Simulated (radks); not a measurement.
Initial-state core-level shifts of the holmium ion Ho3+ when its valence configuration changes from [Xe] 4f10. Calculated with a radial shooting solver on a logarithmic mesh with Libxc functionals: scalar-relativistic Kohn-Sham, SCAN, spin-polarised, spherical densities, finite nucleus; open shells are filled with parallel spins first (spin-orbit coupling, left out, can overturn this in heavy ions); meta-GGA in the generalised Kohn-Sham scheme; Fermi nuclear charge, rms radius 5.2022 fm. Shifts are changes of the shell-averaged eigenvalues in eV (positive: less bound); the change of the density at the nucleus, which sets a Mossbauer isomer shift, is in e/bohr^3, on a base of 8.47e+05.

| valence | 1s | 2s | 2p | 5s | density at nucleus |
|---|---|---|---|---|---|
| 4f9 6p1 | -12.352 | -13.087 | -12.992 | -8.497 | +45.08 |
| 4f8 6p2 | -25.745 | -27.361 | -27.151 | -17.019 | +98.31 |
| 4f9 5d1 | -7.789 | -8.395 | -8.306 | -4.126 | +38.23 |
| 4f7 5d1 6p2 | -35.155 | -37.605 | -37.270 | -21.179 | +148.36 |
